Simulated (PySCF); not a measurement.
# C4HCl3FO: g tensor and hyperfine couplings

C₄HCl₃FO (doublet state).
Structure used (GFN2-xTB), in Å, numbered top down from 1:
```xyz
10
C4HCl3FO angstrom
O      0.3879    2.7274   -0.2772
C      0.3058    1.5784   -0.1578
C      0.2401    0.2477   -0.0192
C      1.3545   -0.5752    0.1901
F      2.5813   -0.0414    0.2559
C     -1.1204   -0.3811   -0.0662
Cl    -2.3383    0.8490   -0.4871
Cl    -1.1755   -1.6815   -1.2775
Cl    -1.5412   -1.0771    1.5212
H      1.3147   -1.6416    0.2953
```

The hyperfine couplings belong to this conformer and change with its torsions.

The species is `O=C=C([CH]F)C(Cl)(Cl)Cl` [radical].

Method used: PySCF, UKS B3LYP, pcH-1 on C Cl F H O, non-relativistic, mean-field spin-orbit, GIAO. Geometry: GFN2-xTB, one conformer, isolated molecule. Couplings are sensitive to structure, and on GFN2-xTB geometries they can be far from those on DFT ones. The SCF solution wasn't tested for stability.

```json
{
 "g1, g2, g3": "2.00134, 2.00322, 2.00461",
 "g_iso": "2.00306",
 "Form of g": "rhombic: the two nearest values differ by 43 % of g3 − g1",
 "⟨S²⟩": "0.7628 (exact 0.7500)",
 "HOMO–LUMO gap, α and β orbitals": "2.66, 5.76 eV",
 "Total energy": "-1708.59568 Eh",
 "Basis functions": "265"
}
```

Isotropic coupling and dipolar principal values T1 to T3, in MHz:

```json
{"atom": "O1", "isotope": "17O", "a_iso": "-10.6", "of which spin–orbit": "0.3", "T1": "-46.5", "T2": "22.3", "T3": "24.3", "Mulliken spin population": "0.10"}
{"atom": "C2", "isotope": "13C", "a_iso": "17.9", "of which spin–orbit": "-0.3", "T1": "-24.3", "T2": "-22.0", "T3": "46.3", "Mulliken spin population": "0.24"}
{"atom": "C3", "isotope": "13C", "a_iso": "-43.7", "of which spin–orbit": "0.0", "T1": "-15.4", "T2": "5.0", "T3": "10.5", "Mulliken spin population": "-0.14"}
{"atom": "C4", "isotope": "13C", "a_iso": "81.3", "of which spin–orbit": "0.1", "T1": "-72.3", "T2": "-69.7", "T3": "142.0", "Mulliken spin population": "0.78"}
{"atom": "F5", "isotope": "19F", "a_iso": "116.8", "of which spin–orbit": "0.0", "T1": "-215.7", "T2": "-174.3", "T3": "390.0", "Mulliken spin population": "0.05"}
{"atom": "C6", "isotope": "13C", "a_iso": "2.5", "of which spin–orbit": "0.0", "T1": "-1.1", "T2": "0.2", "T3": "0.9", "Mulliken spin population": "0.01"}
{"atom": "Cl7", "isotope": "35Cl", "a_iso": "0.0", "of which spin–orbit": "0.0", "T1": "-0.9", "T2": "-0.5", "T3": "1.4", "Mulliken spin population": "0.00"}
{"atom": "Cl8", "isotope": "35Cl", "a_iso": "-1.4", "of which spin–orbit": "0.0", "T1": "-2.7", "T2": "-0.3", "T3": "3.0", "Mulliken spin population": "0.00"}
{"atom": "Cl9", "isotope": "35Cl", "a_iso": "-1.6", "of which spin–orbit": "0.0", "T1": "-3.4", "T2": "0.0", "T3": "3.4", "Mulliken spin population": "0.00"}
{"atom": "H10", "isotope": "1H", "a_iso": "-61.2", "of which spin–orbit": "0.1", "T1": "-33.2", "T2": "-0.6", "T3": "33.8", "Mulliken spin population": "-0.04"}
```

Largest spin populations (Mulliken): C4 (+0.78), C2 (+0.24), C3 (-0.14) and O1 (+0.10). The positive populations add up to 1.18 and the negative ones to -0.18, together 2S = 1. The angles at C4 add up to 360.0°, so it is planar; its axial dipolar tensor and the negative coupling of its proton fit spin in a p orbital normal to that plane.

Axes: g1 points within 15° of the O1–C2 bond.

Under fast tumbling the dipolar parts average out, and these isotropic splittings remain: 1 × 19F (F5, I = 1/2, 2 lines) with 4.17 mT, 1 × 1H (H10, I = 1/2, 2 lines) with 2.18 mT and 3 × 35Cl (Cl7/Cl8/Cl9, I = 3/2, 10 lines) with 0.04 mT.

Class means assume fast exchange of nuclei equivalent by connectivity; if that motion is slow, each nucleus keeps its own coupling.

Main isotope only: 35Cl (natural samples also hold 24 % 37Cl, magnetic too, which adds its own pattern).

The 17O coupling of O1 (-10.6 MHz) shows only in satellite lines or after enrichment, since that isotope makes up about 0.038 % of natural oxygen.

The 13C coupling of C4 (81.3 MHz) shows only in satellite lines or after enrichment, since that isotope makes up about 1.07 % of natural carbon.

Examples of negative spin density at the nucleus (bohr⁻³): C3 (-0.0389) and H10 (-0.0137).

Time: 1.7 min (with the writing of density and orbital grids); peak memory 0.96 GiB. Hardware: one thread of an Arm Neoverse V1 (shared host).
